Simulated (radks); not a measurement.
Task: Ionisation of the sulfur ion S+, [Ne] 3s2 3p3, to [Ne] 3s2 3p2 as the strength of local exchange is varied. All-electron calculation, scalar-relativistic Kohn-Sham, Slater X-alpha exchange (alpha = 2/3 is LDA exchange), no correlation, spin-unpolarised, spherical densities, point nucleus. Program: a radial shooting solver on a logarithmic mesh with Libxc functionals.

alpha  E(S+) (hartree)  exchange (hartree)  IE (eV)  -e of the level emptied (eV)  <r> of it (bohr)
0.667       -396.22328           -22.68792   21.028                   15.581 (3p)             1.914
0.778       -400.01438           -26.66795   22.527                   16.972 (3p)             1.866
0.86        -402.83374           -29.64549   23.668                   18.035 (3p)             1.833
0.913       -404.66447           -31.58687   24.420                   18.739 (3p)             1.812
?           -400.90660           -27.60862   22.886                   17.306 (3p)             1.855

Which alpha was used in the last row?

Result: alpha = 0.804. NIST Atomic Spectra Database: 23.338 eV (measured). The Delta-SCF value meets it near alpha = 0.84. Spin polarisation and multiplet splitting are left out, so open shells lie too high by an amount that depends on their filling.

Beside tabulated values, note that spin-unpolarised runs miss the spin-polarisation part of the exchange energy of open shells.
